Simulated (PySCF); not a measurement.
## Distorted geometries of [BiF3]2+

[BiF3]2+ (singlet). PySCF 2.14.0, RKS PBE, Bi def2-SVP with ECP60, F def2-SVP; non-relativistic Hamiltonian with scalar-relativistic core potentials where named; density fitting; no spin-orbit coupling. Relaxed geometry:

```xyz
4

Bi   -0.0333    0.0000    0.0000
F     1.9685   -0.0014    0.0000
F    -0.9662    1.7710    0.0000
F    -0.9689   -1.7696    0.0000
```

Problem. Order these distorted geometries by energy above the relaxed one, lowest first.
A.
```xyz
4

Bi   -0.0437   -0.0503    0.0149
F     1.9409    0.0289   -0.0023
F    -0.9326    1.7907   -0.0583
F    -0.9645   -1.7693    0.0456
```
B.
```xyz
4

Bi   -0.0999    0.0754    0.0962
F     1.9319    0.0672   -0.1127
F    -0.8861    1.6464   -0.0024
F    -0.9460   -1.7890    0.0189
```
C.
```xyz
4

Bi    0.1164    0.0946   -0.0698
F     1.7588    0.1392    0.1613
F    -0.6787    1.5241   -0.0468
F    -1.1964   -1.7579   -0.0447
```

Solution. A (0.05 eV), B (1.03 eV), C (5.78 eV).

Problem. Which forces (eV/Å) act in the one that lies 0.05 eV up?

Solution. 
```
Bi  -0.08  1.85 -0.09
F    0.35 -0.03  0.01
F    0.30 -0.75  0.04
F   -0.58 -1.08  0.04
```
Forces carry noise of the integration grid, about 0.01 to 0.03 eV/Å.
